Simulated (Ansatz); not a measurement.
`[SiH3]C[SiH2]C=S` + H₂S → `S=C[SiH2]S` + `C[SiH3]`  (ligand exchange at the Si–C bond)

Program: Ansatz. Geometries: PBE0-D4/def2-TZVP. ΔE: electronic, gas phase. CCSD(T)/CBS is the MP2 limit (def2-TZVPP, def2-QZVPP) plus CCSD(T) − MP2 in def2-TZVPP, frozen cores. This one scheme is used for every species. DFT in def2-TZVPP. HSE06 is defined as in plane-wave codes. One conformer a species, not always the lowest.

| level | ΔE (kJ/mol) |
| --- | --- |
| r2SCAN0-D4 | -54.4 |
| CAM-B3LYP-D4 | -50.9 |
| PBE-QIDH | -54.8 |
| HSE06 | -58.7 |
| BHLYP | -59.6 |
| HF/def2-SVP | -56.5 |
| CCSD(T)/def2-SVP | -45.2 |
| CCSD/def2-TZVPP | -49.8 |

(1) What does CCSD(T)/CBS give? (Estimate.)

(2) What do rigid-rotor, harmonic-oscillator terms from PBE0-D4/def2-TZVP frequencies (298.15 K, 1 bar) make of the CCSD(T)/CBS value? (An estimate is asked.)

Largest T1 diagnostic among the species: 0.014.

Answers

(1) The calculation gave: -51.1 kJ/mol. The listed levels differ from it by -3.3, 0.2, -3.7, -7.6, -8.5, -5.4, 5.9, 1.3 kJ/mol.

(2) The calculation gave: ΔZPE = +9.0 kJ/mol, ΔH = -44.1 kJ/mol, ΔS = 6 J/(mol·K), ΔG = -46.0 kJ/mol. Modes under 50 cm⁻¹ make the entropy rough.

In def2-TZVPP, CCSD(T) changes the Hartree–Fock value by +13.1 kJ/mol (the triples alone add +0.9 kJ/mol) and MP2 by +10.0 kJ/mol. Leaving LDA and LC-ωPBE aside and taking each functional with its dispersion term where it has one, the values, not all of them listed here, spread over 7.8 kJ/mol, from B2PLYP to ωB97M-V. LDA lies +10.9 kJ/mol from PBE without D4.
